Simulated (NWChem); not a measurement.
# C₂F₃ cation

```xyz
5

F     -0.2106     1.9417     0.0000
C      0.4407     0.8864     0.0000
C     -0.0707    -0.4585     0.0000
F     -0.0525    -1.1198     1.0843
F     -0.0525    -1.1198    -1.0843
```
Atoms are numbered in this order, from 1.

Program: NWChem. Geometry: optimised at B3LYP/6-31G* (spherical d). Level: M06-2X/def2-SVP with SMD (1 M gas to 1 M solution), gas-phase geometry. Reactions with the solvent are ignored.

For solvent diethyl ether:

```
Property                          Result
--------------------------------  ------
solvation free energy (kcal/mol)   -54.6
```

Q: Estimate the same quantities for solvent methanol.

A: 
- solvation free energy (kcal/mol) = -69.0
